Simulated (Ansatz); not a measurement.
Reaction (formal exchange of groups at the In–Al bond): `[CH3][Al]([CH3])[InH2]` + `C[NH][GaH2]` → `C[NH][GaH][InH2]` + `[CH3][AlH][CH3]`

Isolated molecules relaxed with PBE0-D4/def2-TZVP in Ansatz; ΔE leaves out vibrations. CCSD(T)/CBS adds triple-zeta CCSD(T) − MP2 to the extrapolated MP2 energy (def2 sets, frozen cores). Functionals use def2-TZVPP. HSE06 is defined as in plane-wave codes. def2 core potentials past Kr. For Ga, In outer-core shells are correlated without core-valence functions, which leaves a few kJ/mol of doubt a bond. Scalar relativity is left out up to krypton. One conformer a species, not always the lowest.

**Question.** Is it downhill or uphill in electronic energy at CCSD(T)/CBS, and by how much? (Estimate.)

**Answer.** Computed: Downhill: ΔE = -4.2 kcal/mol.

**Question.** What do these levels give: HSE06-D4, BLYP, LC-ωPBE, CCSD(T)/def2-TZVPP, HF/def2-QZVPP, HF/CBS(def2)? (Estimate.)

**Answer.** Computed: HSE06-D4 -3.1, BLYP -4.0, LC-ωPBE -2.9, CCSD(T)/def2-TZVPP -3.7, HF/def2-QZVPP -4.0, HF/CBS(def2) -3.9 kcal/mol.

Largest T1 diagnostic among the species: 0.015.

Leaving LDA and LC-ωPBE aside and taking each functional with its dispersion term where it has one, the values, not all of them listed here, spread over 1.7 kcal/mol, from BHLYP-D4 to PBE-D4.
